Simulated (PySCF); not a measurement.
## Calculated data, AlH₃NSi, BFH₃OSi

Calculation on a computer-drawn molecule: optimised geometry and harmonic frequencies of an isolated molecule of the commonest isotopes, restricted reference for singlets and unrestricted otherwise, frozen core in MP2. Program: PySCF 2.14.0.

Common to all runs: charge 1; multiplicity 1; method HF; basis cc-pV(D+d)Z.

(1) AlH₃NSi

Start structure:
```xyz
6
AlH3NSi
Al     0.0096     2.5666    -1.3226
N     -0.6765     1.0360    -1.9853
Si    -1.2173    -0.3590    -2.6955
H      0.5470     3.7910    -0.6520
H     -0.2975    -1.4097    -3.0255
H     -2.6613    -0.4916    -2.8686
```

```
total energy         : —
rotational constants : —
```

Drawn bonds:
```
atom  other atom  order
   1           2      1
   2           3      2
   1           4      1
   3           5      1
   3           6      1
```

(2) BFH₃OSi

Start structure:
```xyz
7
BFH3OSi
O     -0.7826     1.5323    -2.5170
B     -0.3054     0.3359    -2.1408
Si    -1.1657    -1.1237    -1.0043
F     -0.1022    -2.2847    -0.9398
H     -1.6435     1.9484    -2.2511
H      0.6569     0.1780    -2.5710
H     -2.2324    -1.5456    -0.1659
```

```
total energy         : —
rotational constants : —
```

Drawn bonds:
```
atom  other atom  order
   1           2      1
   2           3      1
   3           4      1
   1           5      1
   2           6      1
   3           7      1
```

To be estimated
1. Give the missing total energy for AlH₃NSi (entry 1).
2. What rotational constants does the calculation give for AlH₃NSi (entry 1)?
3. What total energy does the calculation give for BFH₃OSi (entry 2)?
4. What rotational constants does the calculation give for BFH₃OSi (entry 2)?
5. Give the table of modes values for BFH₃OSi (entry 2).

Calculated values
1. -586.8137 hartree
2. 163.7, 3.025, 2.971 GHz
3. -489.4630 hartree
4. 23.9, 2.597, 2.342 GHz
5. 
Modes:
```
frequency (cm⁻¹)  reduced mass (dalton)
           49.37                  2.902
           154.8                  5.785
           314.8                  6.719
           449.7                  1.256
           560.5                  4.559
             632                  1.415
           870.1                  1.143
           890.2                  1.269
            1004                  1.379
            1011                  4.026
            1153                  1.239
            1490                  7.673
            2423                  1.045
            2835                  1.103
            4142                  1.069
```

Further results for AlH₃NSi (entry 1):

```
convergence status largest gradient component : 3.486e-05 hartree/bohr
```

Optimised structure:
```xyz
6
AlH3NSi
Al    -0.0336     2.4625    -1.3220
N     -0.6309     1.0631    -1.9945
Si    -1.1976    -0.2773    -2.6349
H      0.5180     3.7567    -0.6991
H     -0.3255    -1.3849    -3.0273
H     -2.6263    -0.4868    -2.8716
```

Modes:
```
frequency (cm⁻¹)  reduced mass (dalton)
             134                  3.792
             162                  4.469
           465.1                  1.175
           473.7                  1.221
             665                  9.636
           751.4                  1.245
           796.6                  1.187
            1076                  1.068
            1437                  13.41
            2177                  1.052
            2411                  1.029
            2434                  1.058
```

Further results for BFH₃OSi (entry 2):

```
convergence status largest gradient component : 2.758e-05 hartree/bohr
```

Optimised structure:
```xyz
7
BFH3OSi
O     -0.8868     1.5438    -2.4529
B     -0.2576     0.4219    -2.2216
Si    -1.0587    -1.1278    -1.0190
F     -0.1401    -2.3867    -0.8715
H     -1.7428     1.7518    -2.1047
H      0.8141     0.1509    -2.6521
H     -2.3030    -1.3132    -0.2682
```
